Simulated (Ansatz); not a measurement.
Calculated with Ansatz (gas phase, PBE0-D4/def2-TZVP geometries, no zero-point term in ΔE). CBS: MP2 limit from def2 TZ/QZ plus the TZ coupled-cluster correction, frozen cores. This one scheme is used for every species. Double bonds are as drawn, so ΔE can hold a change between cis and trans. Functionals use def2-TZVPP. B3LYP here is the variant with VWN-RPA as its local correlation; programs differ in this. Elements past krypton have def2 core potentials. For Sn outer-core shells are correlated without core-valence functions, which leaves a few kJ/mol of doubt a bond. One conformer a species, not always the lowest.

Consider the substitution at a C–Sn bond: `[SiH3]/N=[CH]\[SnH3]` + `[OH][AlH2]` → `[AlH2][O]/C=N\[SiH3]` + `[SnH4]`.

```json
{"level": "PBE-D4", "ΔE (kJ/mol)": "-23.3", "difference from CCSD(T)/CBS": "-11.5"}
{"level": "r2SCAN-D4", "ΔE (kJ/mol)": "-29.9", "difference from CCSD(T)/CBS": "-18.1"}
{"level": "PBE0-D4", "ΔE (kJ/mol)": "-28.4", "difference from CCSD(T)/CBS": "-16.6"}
{"level": "B3LYP-D4", "ΔE (kJ/mol)": "-25.3", "difference from CCSD(T)/CBS": "-13.5"}
{"level": "ωB97X-V", "ΔE (kJ/mol)": "-31.2", "difference from CCSD(T)/CBS": "-19.4"}
{"level": "ωB97M-V", "ΔE (kJ/mol)": "-26.8", "difference from CCSD(T)/CBS": "-15.0"}
{"level": "B2PLYP", "ΔE (kJ/mol)": "-25.2", "difference from CCSD(T)/CBS": "-13.4"}
{"level": "PBE", "ΔE (kJ/mol)": "-25.2", "difference from CCSD(T)/CBS": "-13.4"}
{"level": "r2SCAN", "ΔE (kJ/mol)": "-30.2", "difference from CCSD(T)/CBS": "-18.4"}
{"level": "PBE0", "ΔE (kJ/mol)": "-30.1", "difference from CCSD(T)/CBS": "-18.3"}
{"level": "B3LYP", "ΔE (kJ/mol)": "-28.6", "difference from CCSD(T)/CBS": "-16.8"}
{"level": "HF/def2-TZVPP", "ΔE (kJ/mol)": "-45.1", "difference from CCSD(T)/CBS": "-33.3"}
{"level": "MP2/def2-TZVPP", "ΔE (kJ/mol)": "-17.2", "difference from CCSD(T)/CBS": "-5.4"}
{"level": "SCS-MP2/def2-TZVPP", "ΔE (kJ/mol)": "-19.9", "difference from CCSD(T)/CBS": "-8.1"}
{"level": "CCSD/def2-TZVPP", "ΔE (kJ/mol)": "-22.9", "difference from CCSD(T)/CBS": "-11.1"}
{"level": "CCSD(T)/def2-TZVPP", "ΔE (kJ/mol)": "-20.4", "difference from CCSD(T)/CBS": "-8.6"}
{"level": "HF/def2-QZVPP", "ΔE (kJ/mol)": "-44.5", "difference from CCSD(T)/CBS": "-32.7"}
{"level": "MP2/def2-QZVPP", "ΔE (kJ/mol)": "-12.1", "difference from CCSD(T)/CBS": "-0.3"}
{"level": "SCS-MP2/def2-QZVPP", "ΔE (kJ/mol)": "-14.9", "difference from CCSD(T)/CBS": "-3.1"}
{"level": "HF/CBS(def2)", "ΔE (kJ/mol)": "-44.4", "difference from CCSD(T)/CBS": "-32.6"}
{"level": "MP2/CBS(def2)", "ΔE (kJ/mol)": "-8.6", "difference from CCSD(T)/CBS": "3.2"}
{"level": "CCSD/CBS(def2)", "ΔE (kJ/mol)": "-14.2", "difference from CCSD(T)/CBS": "-2.4"}
{"level": "CCSD(T)/CBS", "ΔE (kJ/mol)": "-11.8", "difference from CCSD(T)/CBS": "0"}
```

Largest T1 diagnostic among the species: 0.015.

The D4 term adds +3.3 kJ/mol with B3LYP and +1.7 kJ/mol with PBE0; it sums over pairs of atoms, weighted by their polarisabilities, and B3LYP, whose exchange is more repulsive, gets the larger term. From PBE to PBE0 (25 % exact exchange), in def2-TZVPP and without D4, ΔE moves by −4.9 kJ/mol.
